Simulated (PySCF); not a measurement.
Compound: [WS(CN)4]-, C₄N₄SW (charge -1 and doublet state).
Cartesian coordinates in Å at the PBE0-D3(BJ)/def2-SVP level; atoms count from 1:
```xyz
10
C4N4SW angstrom
W      0.0150   -0.0058    0.5048
S      0.0251    0.0050    2.6140
C      2.0037   -0.0155   -0.2051
N      3.1029   -0.0200   -0.5958
C      0.0186    1.9827   -0.2061
N      0.0199    3.0816   -0.5974
C     -1.9804   -0.0015   -0.1866
N     -3.0827    0.0012   -0.5682
C      0.0045   -2.0010   -0.1869
N     -0.0019   -3.1034   -0.5683
```

Level of theory: PySCF 2.14.0, PBE0-D3(BJ)/def2-SVP geometry optimisation, gas phase, def2 core potentials past Kr.

Take the most abundant isotopes and a rigid rotor. 

**Question.** Give the principal moments of inertia and the rotational constants in MHz.

**Answer.** Ia = 592.79, Ib = 592.90, Ic = 726.22 u·Å²; 505379 MHz·u·Å²/I gives A = 852.5, B = 852.4, C = 695.9 MHz.

**Question.** What kind of rotor is it?

**Answer.** An oblate symmetric top, as the point group C4v requires two equal moments. Ray's parameter κ = (2B − A − C)/(A − C) = 0.998; −1 is the prolate and +1 the oblate limit.

**Question.** Is it planar, by Δ = Ic − Ia − Ib?

**Answer.** Not planar: Δ = Ic − Ia − Ib = -459.47 u·Å². For a rigid frame Δ = −2 Σ m c², so Σ m c² = 229.73 u·Å² lies off the ab plane. The atom farthest from that plane is 2.19 Å away.

**Question.** Give the other two planar moments, Paa and Pbb, and the rms extents of the mass along the axes.

**Answer.** Paa = Σ m a² = (Ib + Ic − Ia)/2 = 363.16 and Pbb = Σ m b² = (Ia + Ic − Ib)/2 = 363.05 u·Å². With the mass M = 319.94 u, the rms extents √(P/M) along a, b and c are 1.07, 1.07, 0.85 Å.

**Question.** Where do the R-branch lines fall?

**Answer.** The dipole of 4.21 D (about the centre of mass, as the species is charged) lies along the symmetry axis, so ΔK = 0 and J+1 ← J falls at 2B(J+1) for every K: 1.70 GHz, 3.41 GHz, 5.11 GHz, 6.82 GHz, 8.52 GHz for J = 0 to 4.

**Question.** Estimate the classical rotational partition function at 100 K, 200 K and 500 K.

**Answer.** Point group C4v, symmetry number σ = 4; q = (√π/σ)·√((kT/h)³/(ABC)), k/h = 20836.6 MHz/K: 59300 at 100 K, 168000 at 200 K, 663000 at 500 K.

For this open shell read J as N, the rotation without spin; fine and hyperfine splittings come on top. No PBE0-D3(BJ)/def2-SVP frequencies stand behind this structure, so it isn't proved a minimum. ⟨S²⟩ = 0.768 (exact for a doublet: 0.75). These are rigid-rotor constants of the computed structure; measured ground-state constants (B0) also hold zero-point vibration.

Time: 4.8 min wall; peak memory 0.82 GiB. Hardware: an AMD EPYC 7R43 with one thread, on a shared host. This is the geometry optimisation.
